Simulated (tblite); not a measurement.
Input of a run (GFN2-xTB geometry optimisation, gas phase (tblite 0.8.0)), started from a force field or distance geometry:
```
{"job": {"kind": "relax", "xc": "GFN2-xTB", "basis": "xTB"}, "charge": 0, "multiplicity": 2}
C      3.071000    -0.166900    -0.166700
O      1.663600    -0.466700    -0.156100
C      0.949000     0.352900     0.641300
O      1.352700     1.303400     1.287600
C     -0.453600    -0.046300     0.604300
C     -1.175000    -0.760600    -0.455800
C     -2.468400    -0.235300     0.172600
C     -1.606700     0.761800     0.975400
H      3.233300     0.837900    -0.565000
H      3.486000    -0.258800     0.841700
H      3.556000    -0.885700    -0.823900
H     -1.055000    -1.849200    -0.428200
H     -0.970000    -0.383700    -1.450900
H     -2.989300    -0.975300     0.794600
H     -3.185700     0.217800    -0.520100
H     -1.596800     1.775100     0.578900
H     -1.818200     0.791700     2.047100
```

Output (eV, eV/Å):
```
step      E/eV     max force
  0    -693.67946    2.481
  1    -693.79448    1.196
  2    -693.82629    0.721
  3    -693.85981    0.389
  4    -693.87104    0.379
  5    -693.88007    0.292
  6    -693.89017    0.267
  7    -693.89796    0.283
  8    -693.90670    0.220
  9    -693.91383    0.213
 10    -693.92051    0.211
 11    -693.92736    0.216
 12    -693.93524    0.225
 13    -693.94231    0.291
 14    -693.94744    0.268
 15    -693.95078    0.168
 16    -693.95288    0.103
 17    -693.95432    0.112
 18    -693.95565    0.140
 19    -693.95733    0.163
 20    -693.95945    0.148
 21    -693.96134    0.106
 22    -693.96246    0.064
 23    -693.96324    0.076
 24    -693.96402    0.080
 25    -693.96484    0.062
 26    -693.96565    0.056
 27    -693.96637    0.070
 28    -693.96709    0.080
 29    -693.96794    0.072
 30    -693.96887    0.073
 31    -693.96965    0.064
 32    -693.97026    0.051
 33    -693.97076    0.051
 34    -693.97118    0.050
 35    -693.97155    0.037
 36    -693.97177    0.023
 37    -693.97187    0.023
 38    -693.97194    0.024
 39    -693.97199    0.021
 40    -693.97203    0.019
 41    -693.97206    0.015
 42    -693.97209    0.014
 43    -693.97214    0.021
 44    -693.97221    0.025
 45    -693.97231    0.026
 46    -693.97244    0.030
 47    -693.97256    0.026
 48    -693.97264    0.018
 49    -693.97269    0.015
 50    -693.97273    0.017
 51    -693.97277    0.017
 52    -693.97279    0.013
 53    -693.97281    0.012
 54    -693.97283    0.010
 55    -693.97284    0.012
 56    -693.97286    0.011
 57    -693.97287    0.008
```

Problem. Summarise the run.

Solution. The energy falls by 0.293 eV over 57 L-BFGS steps, the largest force on an atom goes from 2.48 to 0.008 eV/Å, and the atoms move by 0.162 Å rms after alignment. The bond that changes most is C3–C5 (ends: carbon bonded to C and 2 O; carbon bonded to 3 C), which shortens by 0.040 Å. Bonds longer at the end by more than 0.005 Å: 5 of 17; shorter: 4. Among the angles that change most is C3–C5–C6, from 128.6° to 134.0°. Among the dihedrals that turn most is O4–C3–C5–C6, from 153° to 180°. The energy never rose by more than 1e-5 eV on the way. The first step brought 39 % of the lowering.

Problem. What are the final bond lengths?

Solution. C1–O2 1.414 Å, O2–C3 1.367 Å, C3=O4 1.221 Å, C3–C5 1.419 Å, C5–C6 1.485 Å, C6–C7 1.541 Å, C7–C8 1.541 Å, C5–C8 1.485 Å, C1–H9 1.093 Å, C1–H10 1.093 Å, C1–H11 1.087 Å, C6–H12 1.092 Å, C6–H13 1.092 Å, C7–H14 1.087 Å, C7–H15 1.087 Å, C8–H16 1.092 Å, C8–H17 1.092 Å. Numbering counts from 1 in the input's order; the species is `COC(=O)[C]1CCC1` [radical].

Time: 0.33 s wall. Hardware: one thread of an Arm Neoverse V1, shared host with 32 logical CPUs at a one-minute load of 12.

Its GFN2-xTB frequencies are all real (lowest 57 cm⁻¹). 3 starts were optimised and ended at 0.00, 0.02 and 0.14 kcal/mol (GFN2-xTB); the lowest of these is shown.

One conformer stands for the species.

All values are computed, not measured.
